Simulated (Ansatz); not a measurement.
A nudged elastic band was laid between two geometries of CH$_{2}$O$_{2}$Te (6 atoms, charge 0, multiplicity 1).

Theory: RKS BHLYP/def2-SVP (Ansatz).

- movable images: 7
- climbing image: yes
- spring: 5.0 eV/Å²
- optimiser: quadratic models (default)
- start path: IDPP
- force threshold: 0.05 eV/Å
- iteration limit: 60
- end points: relaxed

First end point:

```xyz
6
Properties=species:S:1:pos:R:3
O -0.177 -0.709 1.151
C 0.178 -0.201 0.145
O 1.356 -0.404 -0.432
Te -0.953 1.183 -1.045
H 1.851 -1.027 0.113
H -2.212 1.094 0.021
```

Last end point:

```xyz
6
Properties=species:S:1:pos:R:3
O -0.403 -0.768 1.328
C 0.162 -0.373 0.377
O 1.394 -0.754 0.062
Te -0.742 1.049 -1.014
H 1.721 -0.332 -0.731
H -2.090 1.114 -0.068
```

(1) What changes between the two ends?

(2) Give the energies along the band, and the barrier.

(3) What is the geometry of the highest image?

(4) What are the harmonic wavenumbers there?

## Answers

(1) No bond is made or broken. The dihedral Te4–C2–O3–H5 goes from 180 to 1°.

(2) The forces met the threshold. The highest image is number 4 of 0 to 8, 0.49 eV above the first end and 0.23 eV above the last; the last end lies 0.26 eV above the first. A vibrational analysis at the climbing image gives one clearly imaginary mode, 521i cm⁻¹: a first-order saddle point.

```csv
image,path coordinate (Å),energy (eV),dihedral Te4–C2–O3–H5 (°)
0,0.00,0.00,180
1,0.29,0.05,165
2,0.58,0.21,139
3,0.87,0.41,113
4,1.15,0.49,87
5,1.41,0.43,64
6,1.66,0.33,38
7,1.92,0.26,11
8,2.17,0.26,1
```

(3) 
```xyz
6
Properties=species:S:1:pos:R:3
O -0.538 -0.967 1.034
C 0.004 -0.469 0.119
O 1.068 -1.000 -0.523
Te -0.617 1.365 -0.829
H 1.886 -0.638 -0.177
H -1.762 1.646 0.329
```

(4) 521i, 255, 275, 326, 553, 687, 756, 1121, 1175, 1981, 2218, 3958 cm⁻¹.

The run took 5.9 min on 1 thread of Arm Neoverse V1, with other jobs on the host, peak memory 0.17 GiB.
